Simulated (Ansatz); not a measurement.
Basis-set extrapolation for CH$_{7}$B$_{2}$ClSi, SMILES `CB(Cl)B[SiH3]` (PBE0-D4/def2-TZVP geometry, frozen core, Ansatz). Multiplicity 1, RHF reference.

```
                      def2-TZVPP   def2-QZVPP
                 HF  -839.808758  -839.834317
    MP2 correlation    -0.684446    -0.736501
CCSD(T) correlation    -0.787082      not run
```

Energies in hartree. Use E(X) = E(∞) + A·exp(−7.88·√X) for Hartree–Fock and E(X) = E(∞) + B·X^(−2.97) for correlation, with X = 3 and 4, and add CCSD(T) minus MP2 of the smaller set to the MP2 limit.

What is the CCSD(T) energy at the basis-set limit?

HF limit: -839.834317 + (-0.025559) × 0.13774 = -839.83784. MP2 limit: -0.736501 + (-0.052055) × 0.74074 = -0.77506. Higher-order term: -0.787082 − (-0.684446) = -0.10264. Total: -840.71554 hartree, 314.3 kJ/mol below CCSD(T)/def2-TZVPP.
